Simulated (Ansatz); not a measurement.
Geometry optimisation, Ansatz 0.2.0, RKS PBE0/def2-SVP.

Input:

```yaml
crystal:
  periodic: [false, false, false]
  atoms:
    - { symbol: Si, position_ang: [-0.562011, -0.264059, 0.233216] }
    - { symbol: Cl, position_ang: [2.608811, 0.735864, -0.63482] }
    - { symbol: O, position_ang: [0.476082, -0.61373, 1.453381] }
    - { symbol: O, position_ang: [-2.086651, -0.692023, 0.652572] }
    - { symbol: O, position_ang: [-0.199878, -1.015747, -1.189542] }
    - { symbol: H, position_ang: [1.639927, 1.608275, -0.469483] }
    - { symbol: O, position_ang: [-0.559992, 1.445369, 0.027242] }
    - { symbol: H, position_ang: [1.400857, -0.394931, 1.295803] }
    - { symbol: H, position_ang: [-2.24716, -1.631921, 0.775882] }
    - { symbol: H, position_ang: [0.709271, -0.910869, -1.49189] }
    - { symbol: H, position_ang: [-1.179255, 1.733771, -0.652362] }
basis:
  gaussian: { orbitals: def2-SVP }
hamiltonian:
  xc: pbe0
relax:
  f_tol: 0.03
  max_steps: 50
output:
  orbitals: {}
```

Run as:

```bash
$ ansatz run input.yaml --threads 2 --pin off --max-ram 3072MiB --backend cpu --events-out ev --progress --plain --runs-dir out
```

Problem. Where does it end, and by what steps?

Solution. It converged. The force dipped under the threshold on the way, but the program's further checks kept it going. After 33 steps the energy has fallen by 0.253 eV; Cl2 moved furthest, 2.01 Å.

```tsv
step	energy less start (eV)	largest force component (eV/Å)	accepted
0	0.0000	1.392	yes
2	-0.1292	0.275	yes
4	-0.1277	0.521	no
6	-0.1494	0.036	yes
8	-0.1515	0.109	yes
10	-0.1550	0.209	yes
12	-0.1584	0.554	no
14	-0.1686	0.168	yes
16	-0.1707	0.525	no
18	-0.1875	0.064	yes
20	-0.2016	0.342	yes
22	-0.2243	0.379	yes
24	-0.2400	0.328	no
26	-0.2472	0.137	yes
28	-0.2505	0.068	yes
30	-0.2506	0.224	no
32	-0.2526	0.022	yes
33	-0.2526	0.018	yes
```

```xyz
11
Properties=species:S:1:pos:R:3
Si -0.393 -0.455 -0.094
Cl 2.296 2.024 0.878
O 1.003 -0.948 0.598
O -1.695 -0.226 0.882
O -0.817 -1.574 -1.219
H 1.276 1.809 0.067
O -0.088 1.072 -0.715
H 1.579 -0.262 0.969
H -2.205 -1.011 1.103
H -0.085 -2.050 -1.624
H -0.871 1.619 -0.846
```

The run took 62 s on 2 threads of Intel(R) Xeon(R) 6975P-C (Granite Rapids) (shared host), peak memory 0.3 GiB.
